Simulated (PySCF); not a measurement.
# Dipole moment and polarisability of `FCCCC(F)(F)F`

Species: C4H6F4.
Cartesian coordinates in Å at the GFN2-xTB level; atoms count from 1:
```xyz
14
C4H6F4 angstrom
F      1.8018    1.6536   -0.0330
C      1.5299    0.4615    0.5963
C      0.8044   -0.4710   -0.3669
C     -0.5688    0.0657   -0.7842
C     -1.6458   -0.2146    0.2451
F     -1.7559   -1.5250    0.5213
F     -1.4408    0.3977    1.4209
F     -2.8526    0.1858   -0.1832
H      0.9336    0.7014    1.4804
H      2.4933    0.0393    0.8975
H      1.4181   -0.5777   -1.2628
H      0.7025   -1.4519    0.0991
H     -0.5231    1.1452   -0.9428
H     -0.8971   -0.4105   -1.7098
```

Level: CAM-B3LYP/def2-SVPD (PySCF), static field, nuclei fixed, core orbitals frozen in the response. The polarisability tensor in these axes (au):

```
x   56.94  1.06  1.19
y    1.06 49.96  0.30
z    1.19  0.30 50.14
```

Question: What are the eigenvalues, a third of the trace, and Δα (Δα² = ½Σ(αi − αj)² over the three pairs)?

Answer: Principal values 49.73, 50.01 and 57.31 au; mean 52.35 au = 7.76 Å³ = 8.63 × 10⁻⁴⁰ C²·m²/J; Δα = 7.44 au (14 % of the mean).

Question: What is the dipole moment, and where does it point?

Answer: (1.47, -1.25, -0.86) D, 2.12 D in size, pointing from the negative to the positive side. Measured along this direction, the outermost atoms are F8 at the negative end and H11 at the positive end.

Question: What are the principal values of the traceless quadrupole moment, Θ = ½Σq(3rr − r²1), about the centre of nuclear charge?

Answer: -10.76, 4.24, 6.52 D·Å. The values depend on the origin, since the dipole doesn't vanish. The electronic extent ⟨r²⟩ about the same centre is 1060 bohr², a root-mean-square distance of 2.12 Å for the 66 electrons.

Question: Find the Langevin capture rate constant for NH4+ (18.034 u) meeting this molecule (130.041 u), k = 2.342 × 10⁻⁹ cm³/s × √(α in Å³ / reduced mass in u).

Answer: The reduced mass is 15.84 u, so k = 1.64 × 10⁻⁹ cm³/s. The formula leaves out the permanent dipole, which adds to the capture rate.

Question: What molar refraction does this α imply?

Answer: Lorentz–Lorenz: R = (4π/3)N_A α = 2.5225 cm³/(mol·Å³) × 7.76 Å³ = 19.6 cm³/mol, in the limit of long wavelengths.

Isolated species at its GFN2-xTB geometry (one conformer only).

The run behind these numbers computed excited states as well. Time: 1.7 min of wall time; peak memory 0.98 GiB. Hardware: one thread of an Arm Neoverse N1, shared host.
